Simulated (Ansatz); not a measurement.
`CC(C)(C)[O][Ga]([F])[Cl]` and `CC(C)(C)[O][Ga]([Cl])[Cl]` differ in one atom or group.

Ansatz, PBE0-D4/def2-TZVP geometries, multiplicity 1. Each molecule was computed in one conformer, which needn't be the lowest.

Scalar relativity is left out up to krypton.

| property | `CC(C)(C)[O][Ga]([F])[Cl]` |
| --- | --- |
| HOMO energy (PBE0/def2-TZVPP) / eV | -8.42 |
| LUMO energy (B3LYP/def2-TZVPP) / eV | -1.70 |
| HOMO energy (B3LYP/def2-TZVPP) / eV | -8.19 |
| size of the dipole moment (B3LYP/def2-TZVPP) / D | 2.21 |
| HOMO–LUMO gap (PBE/def2-TZVPP) / eV | 4.61 |
| HOMO–LUMO gap (ωB97M-V/def2-TZVPP) / eV | 11.35 |

Problem. What does the change do to each property? (Best estimate.)

Solution. The calculation gave: 
| property | `CC(C)(C)[O][Ga]([Cl])[Cl]` | shift |
| --- | --- | --- |
| HOMO energy (PBE0/def2-TZVPP) / eV | -8.38 | 0.04 |
| LUMO energy (B3LYP/def2-TZVPP) / eV | -1.66 | 0.04 |
| HOMO energy (B3LYP/def2-TZVPP) / eV | -8.14 | 0.05 |
| size of the dipole moment (B3LYP/def2-TZVPP) / D | 2.32 | 0.11 |
| HOMO–LUMO gap (PBE/def2-TZVPP) / eV | 4.61 | 0.00 |
| HOMO–LUMO gap (ωB97M-V/def2-TZVPP) / eV | 11.33 | -0.02 |

Dipoles are sizes alone; their direction can turn.

B3LYP here is the variant with VWN-RPA as its local correlation; programs differ in this.
